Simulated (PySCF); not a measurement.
Si(H)2(NH2)(NMe2), SMILES CN(C)[SiH2]N, GFN2-xTB optimised geometry.

```
15

Si    -0.99    -0.22     0.00
N     -1.43     1.45     0.00
N      0.72    -0.22     0.00
C      1.46    -1.41    -0.31
C      1.48     0.68     0.84
H     -1.67    -0.76     1.19
H     -1.35    -1.01    -1.19
H     -2.41     1.67     0.08
H     -1.01     2.04    -0.70
H      2.41    -1.15    -0.80
H      0.89    -2.04    -0.98
H      1.70    -2.00     0.59
H      2.39     0.99     0.32
H      1.77     0.20     1.78
H      0.87     1.55     1.06
```

Density from B3LYP/def2-TZVP (PySCF) at that geometry.

Minimum of the electron density along straight lines between bonded atoms, close to the bond critical point (lines longer than 1.1 times the sum of covalent radii, or with two minima, are not listed):

```json
[
 {"bond": "Si1–N2", "length / Å": "1.726", "ρ at the minimum / e bohr⁻³": "0.133", "∇²ρ there / e bohr⁻⁵": "0.54", "position (fraction from the first atom)": "0.40"},
 {"bond": "Si1–N3", "length / Å": "1.719", "ρ at the minimum / e bohr⁻³": "0.135", "∇²ρ there / e bohr⁻⁵": "0.56", "position (fraction from the first atom)": "0.40"},
 {"bond": "N3–C4", "length / Å": "1.438", "ρ at the minimum / e bohr⁻³": "0.278", "∇²ρ there / e bohr⁻⁵": "-0.74", "position (fraction from the first atom)": "0.59"},
 {"bond": "N3–C5", "length / Å": "1.441", "ρ at the minimum / e bohr⁻³": "0.276", "∇²ρ there / e bohr⁻⁵": "-0.73", "position (fraction from the first atom)": "0.60"},
 {"bond": "Si1–H6", "length / Å": "1.471", "ρ at the minimum / e bohr⁻³": "0.125", "∇²ρ there / e bohr⁻⁵": "0.16", "position (fraction from the first atom)": "0.49"},
 {"bond": "Si1–H7", "length / Å": "1.470", "ρ at the minimum / e bohr⁻³": "0.125", "∇²ρ there / e bohr⁻⁵": "0.16", "position (fraction from the first atom)": "0.49"},
 {"bond": "N2–H8", "length / Å": "1.006", "ρ at the minimum / e bohr⁻³": "0.339", "∇²ρ there / e bohr⁻⁵": "-1.62", "position (fraction from the first atom)": "0.73"},
 {"bond": "N2–H9", "length / Å": "1.008", "ρ at the minimum / e bohr⁻³": "0.338", "∇²ρ there / e bohr⁻⁵": "-1.61", "position (fraction from the first atom)": "0.73"},
 {"bond": "C4–H10", "length / Å": "1.095", "ρ at the minimum / e bohr⁻³": "0.281", "∇²ρ there / e bohr⁻⁵": "-0.97", "position (fraction from the first atom)": "0.64"},
 {"bond": "C4–H11", "length / Å": "1.087", "ρ at the minimum / e bohr⁻³": "0.286", "∇²ρ there / e bohr⁻⁵": "-1.01", "position (fraction from the first atom)": "0.64"},
 {"bond": "C4–H12", "length / Å": "1.098", "ρ at the minimum / e bohr⁻³": "0.278", "∇²ρ there / e bohr⁻⁵": "-0.95", "position (fraction from the first atom)": "0.64"},
 {"bond": "C5–H13", "length / Å": "1.095", "ρ at the minimum / e bohr⁻³": "0.280", "∇²ρ there / e bohr⁻⁵": "-0.97", "position (fraction from the first atom)": "0.64"},
 {"bond": "C5–H14", "length / Å": "1.098", "ρ at the minimum / e bohr⁻³": "0.278", "∇²ρ there / e bohr⁻⁵": "-0.95", "position (fraction from the first atom)": "0.64"},
 {"bond": "C5–H15", "length / Å": "1.086", "ρ at the minimum / e bohr⁻³": "0.288", "∇²ρ there / e bohr⁻⁵": "-1.03", "position (fraction from the first atom)": "0.65"}
]
```
